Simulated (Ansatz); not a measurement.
Reaction R1 → P1 + P2, each structure at its B3LYP-D3(BJ)/def2-TZVP stationary point, reached from a drawn start (curvature not checked).
R1: HF (SMILES F), charge 0, multiplicity 1.
P1: F atom, charge 0, multiplicity 2.
P2: H atom, charge 0, multiplicity 2.

```csv
level,reaction energy (kJ/mol),minus CCSD(T)/cc-pVQZ
HF/cc-pVTZ,399.8,-185.4
HF/cc-pVQZ,403.1,-182.1
SVWN5/def2-TZVPP,674.3,89.1
revPBE/def2-TZVPP,573.8,-11.5
r2SCAN/def2-TZVPP,575.2,-10.0
B3LYP/def2-TZVPP,578.7,-6.5
CAM-B3LYP/def2-TZVPP,582.3,-2.9
wB97X-V/def2-TZVPP,576.2,-9.1
wB97M-V/def2-TZVPP,581.1,-4.1
MP2/cc-pVDZ,540.6,-44.6
MP2/cc-pVTZ,589.6,4.4
MP2/cc-pVQZ,603.8,18.6
SCS-MP2/cc-pVDZ,532.3,-53.0
SCS-MP2/cc-pVQZ,594.9,9.7
CCSD/cc-pVDZ,525.7,-59.5
CCSD/cc-pVTZ,565.3,-19.9
CCSD/cc-pVQZ,576.7,-8.5
CCSD(T)/cc-pVDZ,528.5,-56.8
CCSD(T)/cc-pVTZ,572.7,-12.5
CCSD(T)/cc-pVQZ,585.2,0.0
```

 The comparison column counts from a level with limits of its own.

P less R. No zero-point or thermal terms; singlets are restricted closed shells; open shells are unrestricted; no spin–orbit coupling.

Correlated levels freeze the cores.

Codes used: Ansatz (a program for electronic structure). No computed number here is a measurement.
